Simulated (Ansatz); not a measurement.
System: HSiO, charge 1, singlet. HSiO+ (parent SMILES O=[SiH], singlet).
B3LYP-D3(BJ)/def2-TZVP minimum from Ansatz (a program for electronic structure):
```
Si
O 1 1.4891
H 1 1.4811 2 180.00
```
Charge +1, spin multiplicity 1.

Hartree-Fock and MP2 correlation energies in hartree (Ansatz). Radicals and triplets start from unrestricted determinants; spin-orbit coupling is neglected. Cores are frozen in correlated methods. No relativity. The T1 diagnostic of HOSi+ (parent SMILES O=[SiH], singlet) reaches 0.035 in the sets run. The spin of HOSi+ (parent SMILES O=[SiH], singlet) was assumed, and the state is the lowest solution found for it.

```
basis        X       E(HF)  E(corr, MP2)
-----------  -  ----------  ------------
cc-pV(T+d)Z  3  -364.05099      -0.34240
cc-pV(Q+d)Z  4  -364.05932      -0.36640
cc-pV(5+d)Z  5  -364.06164      withheld
```

Problem. Fit E(corr) = E∞ + A/X³ to X = 3 and 4, predict X = 5, and compare with the run.

Solution. A = (-0.34240 - (-0.36640))/(1/27 - 1/64) = 1.1209; E∞ = -0.36640 - A/64 = -0.38391; at X = 5, E∞ + A/125 = -0.37495. The run gave -0.37682, 1.87 mEh below the prediction. The same form on X = 4 and 5 gives E∞ = -0.38775, 3.84 mEh below the first estimate.
